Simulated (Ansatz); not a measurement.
All values below come from frozen-core CCSD(T)/aug-cc-pVTZ // PBE-D3(BJ)/def2-TZVPD (Ansatz, a program for electronic structure).

Ansatz 0.2 input:
```yaml
crystal:
  periodic: [false, false, false]
  atoms:
    - { symbol: Si, position_ang: [-1.475784, -0.602932, 0.365301] }
    - { symbol: O, position_ang: [-0.104719, -0.322266, -0.516034] }
    - { symbol: Si, position_ang: [1.365754, 0.426174, -0.402368] }
    - { symbol: H, position_ang: [-2.026202, 0.684293, 0.894442] }
    - { symbol: H, position_ang: [-2.473035, -1.245491, -0.53828] }
    - { symbol: H, position_ang: [-1.172706, -1.511391, 1.514499] }
    - { symbol: H, position_ang: [1.181755, 1.899839, -0.221318] }
    - { symbol: H, position_ang: [2.109288, 0.160117, -1.667333] }
    - { symbol: H, position_ang: [2.135785, -0.114455, 0.76135] }
basis:
  gaussian: { orbitals: aug-cc-pVTZ }
correlation:
  method: ccsd_t
```

Output:

```
Functional definition: HF
1579 factors; integrals over basis functions are off by at most 1.4e-3 eV
mean field evaluation 1: about -17857.1952 eV, gradient 3.8e1 eV
mean field evaluation 2: about -17857.3551 eV, gradient 3.9e1 eV
mean field evaluation 4: about -17860.5360 eV, gradient 3.3e0 eV
mean field evaluation 8: about -17860.5864 eV, gradient 6.4e-2 eV
mean field evaluation 16: about -17859.1504 eV, gradient 2.7e1 eV
mean field -17860.58638635 eV, -656.3644433581 hartree, gradient 2.4e-6 eV, S^2 0.000000; 0 other end points of the search recorded, 0 dependent functions left out
11 core orbitals not correlated
reference -17860.58638635 eV, -656.3644433581 hartree; 10, 10 occupied and 263, 263 virtual orbitals, 1579 factors
second order -13.68109890 eV of doubles, -0.00000000 eV of singles
cycle   1  -14.30285305 eV  change   -6.2e-1 eV  update   8.9e-2
cycle   2  -14.74002981 eV  change   -4.4e-1 eV  update   2.8e-2
cycle   3  -14.83421034 eV  change   -9.4e-2 eV  update   1.3e-2
cycle   4  -14.82379562 eV  change    1.0e-2 eV  update   2.7e-3
cycle   5  -14.82350054 eV  change    3.0e-4 eV  update   1.0e-3
cycle   6  -14.82376574 eV  change   -2.7e-4 eV  update   2.8e-4
cycle   7  -14.82361067 eV  change    1.6e-4 eV  update   1.0e-4
cycle   8  -14.82358477 eV  change    2.6e-5 eV  update   3.2e-5
cycle   9  -14.82359951 eV  change   -1.5e-5 eV  update   1.4e-5
perturbative correction -0.48723122 eV, -0.0179054169 hartree
Total energy: -17875.89721707 eV, -656.9271060091 hartree
```

Cost: very roughly 21 core-minutes.
